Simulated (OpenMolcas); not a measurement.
N II: effect of the level shift or regulariser

```json
{
  "Program": "OpenMolcas 26.06",
  "Basis": "ANO-RCC-VTZP [4s3p2d1f]",
  "Scalar Hamiltonian": "DKH2, point nucleus",
  "Active space": "2 electrons in 3 orbitals (2p)",
  "State averaging": "2S+1 = 3 even, 3 roots; 2S+1 = 1 even, 6 roots",
  "Spin-orbit coupling": "RASSI with atomic mean-field integrals over the reference wave functions, term energies averaged over their components"
}
```

Methods on the same reference wave functions:
A. CASSCF
B. SS-CASPT2, IPEA 0.25 Eh, imaginary shift 0.1 Eh (closed shells correlated: 1s 2s)
C. SS-CASPT2, IPEA 0.25 Eh, real shift 0.2 Eh (closed shells correlated: 1s 2s)
D. SS-CASPT2, IPEA 0.25 Eh, sigma2 regulariser 0.3 Eh (closed shells correlated: 1s 2s)

Energies in cm⁻¹ above 2s² 2p² ³P₀, the measured ground level; measured values from NIST Handbook of Basic Atomic Spectroscopic Data.

| Level | A | B | C | D | Measured |
| --- | --- | --- | --- | --- | --- |
| 2s² 2p² ³P₀ | 0.0 | 0.0 | 0.0 | 0.0 | 0.0 |
| 2s² 2p² ³P₁ | 47.2 | 47.3 | 47.3 | 47.3 | 48.7 |
| 2s² 2p² ³P₂ | 141 | 141 | 141 | 141 | 131 |
| 2s² 2p² ¹D₂ | 17823 | 15560 | 15570 | 15560 | 15316 |
| 2s² 2p² ¹S₀ | 43907 | 35380 | 35470 | 35380 | 32689 |

Deviations, from unrounded energies. A percentage is the sum of absolute deviations over the sum of measured energies, with the sign that they share, or ± where signs differ.

```json
{"Against measurement": "mean absolute deviation (cm-1)", "Levels": "4", "A": "3400", "B": "740", "C": "760", "D": "740"}
{"Against measurement": "fine structure of the ground term (%)", "Levels": "2", "A": "±6.3", "B": "±6.3", "C": "±6.3", "D": "±6.3"}
{"Against measurement": "other terms of the ground configuration (%)", "Levels": "2", "A": "+28.6", "B": "+6.1", "C": "+6.3", "D": "+6.1"}
```

B, C, D lie about equally close to measurement and A furthest from it. The largest miss of D in the table is 2s² 2p² ¹S₀, by +2700 cm-1. The ranking rests on the paired levels alone, and a cruder setting can come out closer through cancelling errors.

Among B to D the level of the table that moves most is 2s² 2p² ¹S₀, by 90 cm-1 (lowest in D, highest in C). Moves below CASPT2's spread within the term are not significant.

The mean deviations of B to D differ by less than CASPT2's widest spread within a term (96 cm-1), so their order carries little weight.

From A to B the spin-free energies of the other terms of 2s² 2p² shown, above ³P, scale by factors of 0.81 to 0.87.

The lowest spin-free term lies below A's lowest term by 0.087 hartree in B, 0.087 hartree in C, 0.087 hartree in D.

CASPT2 breaks the degeneracy within a term, and the mean is taken; among the terms shown or strongly mixed into the levels shown the widest spread is 96 cm-1 (2s² 2p² ¹D, D). With the s shell closed, the reference lacks s² → p² mixing. Without dynamic correlation excited terms often stand tens of per cent too high (terms of higher spin than the ground term too low), and those without a measured partner can miss by more than the paired ones (holds for A). Measured partners are found by configuration, term and J. A level has none where our copy of the source lacks it or the pairing is in doubt (some pairs that miss far off the trend of their configuration count as doubtful), and it then counts in no deviation. Only configurations of the active space appear.
